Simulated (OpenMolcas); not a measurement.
A calculation on Ba.

```yaml
Program: OpenMolcas 26.06
Method: "SS-CASPT2, IPEA 0.25 Eh, imaginary shift 0.1 Eh (closed shells correlated: 5s 5p)"
Basis: ANO-RCC-VTZP [8s7p4d2f1g]
Scalar_Hamiltonian: DKH2, point nucleus
Active_space: 2 electrons in 4 orbitals (6s 6p)
State_averaging: 2S+1 = 3 even, 3 roots; 2S+1 = 1 even, 6 roots kept (CI in the orbitals of an earlier block); 2S+1 = 3 odd, 3 roots; 2S+1 = 1 odd, 3 roots kept (CI in the orbitals of an earlier block)
Spin-orbit_coupling: RASSI with atomic mean-field integrals over the reference wave functions, term energies averaged over their components
```

Q: Which level of the active space comes out lowest?

A: 6s² ¹S₀, with 100 % of that term; it is also the measured ground level.

Q: How high does 6p² ¹D₂ [68 %] lie?

A: 33530 cm⁻¹ above the lowest level.

Q: How high does 6p² ³P₀ lie?

A: 32300 cm⁻¹ above the lowest level.

Q: How high does 6s 6p ³P°₀ lie?

A: 11520 cm⁻¹ above the lowest level; measured 12266 cm⁻¹ above the ground level, so the calculation is off by -6 %.

Q: The level at 32790 cm⁻¹ has J = 2. What is it made of, and what is its g factor?

A: 68 % 6p² ³P₂, 32 % 6p² ¹D; g = 1.343, against 1.501 from Landé's formula for the pure leading term.

Measured values: NIST Handbook of Basic Atomic Spectroscopic Data.

CASPT2 does not keep the components of a term degenerate, so their means are used; among the terms shown or strongly mixed into the levels shown the widest spread is 11 cm-1 (6p² ¹D). Terms from blocks run as CI alone lack orbitals of their own. The ¹D term of p² mixes with s d, which this space lacks. Computed and measured levels are paired by configuration, term and J; levels that our copy of the source lacks, or whose pairing is in doubt (as where it misses far off the trend of its configuration), stay unpaired and out of the deviations. Levels of configurations outside the active space are missing.

A share in square brackets marks a mixed level and gives the weight of the term that names it. ° marks odd parity.
